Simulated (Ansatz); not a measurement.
**Energy profile**

The step: CH₃ClZn ([CH3][Zn][Cl]) + H₂ → CH₄Zn ([CH3][ZnH]) + HCl; bonds formed: Zn1–H5, Cl2–H4; bonds broken: Zn1–Cl2, H4–H5 (atoms numbered as in the saddle structure below).

```tsv
atom	x (Å)	y (Å)	z (Å)
Zn1	0.5182	-0.0348	0.2048
Cl2	0.0611	0.8402	2.5904
C3	-0.7658	-0.2452	-1.2242
H4	1.3032	0.3474	1.8589
H5	1.9540	-0.0489	1.0542
H6	-1.3734	-1.1336	-1.0421
H7	-0.2727	-0.3495	-2.1915
H8	-1.4246	0.6244	-1.2504
```

Electronic energies by CCSD(T) at an estimated basis limit (MP2 extrapolated from triple and quadruple zeta, plus CCSD(T) − MP2 in triple zeta), on PBE0-D4/def2-TZVP structures; CH5ClZn, singlet; no counterpoise correction. Computed with Ansatz 0.2.0 (basis: def2-TZVPP and def2-QZVPP); correlated methods freeze the cores. The 3s and 3p shells of Cu and Zn are frozen; filled d shells are correlated. Extrapolation: Hartree–Fock as exp(−7.88 √X), correlation as X^−2.97.

Q: Give the profile in kJ/mol, counted from the separated reactants. (An estimate is asked for; the value comes from the calculation.)

A: The calculation gives:
| point | kJ/mol |
| --- | --- |
| separated: CH3ClZn (linked as [CH3][Zn][Cl]; Zn1, Cl2, C3, H6, H7, H8; singlet) + H2 (H4, H5; singlet) | 0.0 |
| start structure | -3.4 |
| saddle | 157.7 |
| end structure | 123.1 |
| separated: CH4Zn (linked as [CH3][ZnH]; Zn1, C3, H5, H6, H7, H8; singlet) + HCl (Cl2, H4; singlet) | 134.8 |

T1 diagnostic: at most 0.015. The end structure is not quite a true minimum (one mode of 26i cm⁻¹).

For scale, one of the runs: CCSD(T)/def2-TZVPP, 207 basis functions, launched by `ansatz run in.yaml --threads 4 --pin off --events-out ev --progress --plain --max-ram 9574MiB`. The run took 85 s on 4 CPU threads of an Arm Neoverse N1 (shared host), with 2.6 GiB of host memory at its peak.
